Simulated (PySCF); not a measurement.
B(OH) (BHO), SMILES [B]O (connectivity only; charge and spin as stated), neutral, multiplicity 1.

The structure is a stationary point at PBE0-D3(BJ)/def2-TZVPD. A frequency run showed that this geometry is not a minimum.

Two levels are set side by side: PBE/def2-TZVPD (PySCF) and M06-2X/def2-TZVPD (PySCF). Same geometry, gas phase. Differences are taken from unrounded values.

```
quantity                       PBE
---------------------------  -----
orbital gap (eV)              4.56
highest occupied level (eV)  -5.70
lowest empty level (eV)      -1.14
dipole moment (D)             3.78
mean polarisability (bohr³)   28.1
```

Question: These are the PBE values. What does M06-2X give? (Estimate from the structure and the level; the computed values follow.)

Answer: 
```json
[
 {"quantity": "orbital gap (eV)", "M06-2X": "7.70", "PBE minus M06-2X": "-3.14"},
 {"quantity": "highest occupied level (eV)", "M06-2X": "-7.97", "PBE minus M06-2X": "2.27"},
 {"quantity": "lowest empty level (eV)", "M06-2X": "-0.28", "PBE minus M06-2X": "-0.86"},
 {"quantity": "dipole moment (D)", "M06-2X": "3.73", "PBE minus M06-2X": "0.06"},
 {"quantity": "mean polarisability (bohr³)", "M06-2X": "25.4", "PBE minus M06-2X": "2.7"}
]
```

Without exact exchange PBE keeps part of each electron's self-repulsion, which lifts occupied levels and narrows the gap. Loosely held outer electrons make PBE densities more polarisable. Differences between two approximate levels are no errors against the true value.

Rough cost on one machine, each run with all the roots and properties that it gave: M06-2X against PBE about 4 times.
